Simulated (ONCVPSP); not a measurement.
**Cutoff test, Ce (Z = 58), ONCV**

```json
{
  "Element": "cerium",
  "Generator": "ONCVPSP 4.0.1",
  "Type": "optimised norm-conserving Vanderbilt (ONCV)",
  "Functional": "PBE",
  "Relativity": "scalar-relativistic",
  "Frozen core": "[Kr] 4d10 4f1",
  "Valence charge": "11",
  "Reference configuration": "5s2 5p6 5d1 6s2",
  "Partial waves": "5s+6s: rc 2.35 bohr, ncon 4, nbas 8, qcut 4.1 1/bohr, 3 projectors, debl 1.7 Ha; 5p: rc 2.20 bohr, ncon 4, nbas 8, qcut 6.6 1/bohr, 2 projectors, debl 2.9 Ha; 5d: rc 2.35 bohr, ncon 4, nbas 8, qcut 4.1 1/bohr, 1 projector",
  "Local potential": "polynomial inside 2.05 bohr (lpopt 5, dvloc0 6 Ha)",
  "Core correction": "Teter function, fcfact 4.75, rcfact 1.75"
}
```

Task: For each optimised wave give the share of its norm inside rc, the residual kinetic energy above qcut (Ha) and the cutoffs (Ha) for errors of 10, 1, 0.1 and 0.01 mHa per electron.

Result:

| wave | norm inside rc | residual KE | 10 mHa | 1 mHa | 0.1 mHa | 0.01 mHa |
| --- | --- | --- | --- | --- | --- | --- |
| 5s | 0.940 | 2.0e-04 | 4.7 | 7.0 | 13.2 | 31.8 |
| 6s | 0.060 | 1.5e-04 | 2.0 | 6.6 | 9.5 | 29.2 |
| s projector 3 | 0.215 | 2.2e-03 | 7.0 | 9.5 | 22.5 | 39.2 |
| 5p | 0.794 | 1.6e-07 | 9.1 | 13.2 | 16.2 | 18.4 |
| p projector 2 | 0.159 | 4.4e-06 | 11.3 | 15.9 | 18.7 | 20.9 |
| 5d | 0.383 | 1.8e-05 | 4.5 | 6.1 | 7.5 | 9.6 |

The occupied waves need 13 Ha and 16 Ha for 1 and 0.1 mHa.
